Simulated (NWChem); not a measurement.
# Electron attachment to BN

```xyz
2

B      0.0000     0.0000     0.7682
N      0.0000     0.0000    -0.5487
```
Charge 0, spin multiplicity 3.

All runs are NWChem calculations. Structure: optimised with UPBE0/def2-SVP, a minimum by its harmonic frequencies.

Basis set: def2-TZVPD. The species with one electron more has spin multiplicity 2 and keeps the geometry of the parent. Δ marks differences of total energies (open shells unrestricted). −ε marks an orbital energy of the parent. That orbital need not have the symmetry of the hole or added electron in the Δ rows. The basis adds only a small set of diffuse functions.

B3LYP has NWChem's definition, with VWN1-RPA local correlation. This spin state was chosen for the runs; another may lie lower. The structure started from a generated list of species. The unpaired electrons of the parent sit in orbitals of symmetry a1 and b2 (C2v labels of the run); other states weren't searched. No SCF solution was tested for a lower state. Open-shell Hartree-Fock references start from PBE0 orbitals.

**Question.** For the vertical electron affinity, −ε(beta LUMO) of HF gives 0.37 eV and −ε(beta LUMO) of PBE gives 6.76 eV. What do ΔB3LYP, ΔPBE, −ε(beta LUMO) of B3LYP give?

**Answer.** ΔB3LYP: 2.97 eV; ΔPBE: 3.11 eV; −ε(beta LUMO) of B3LYP: 5.64 eV.
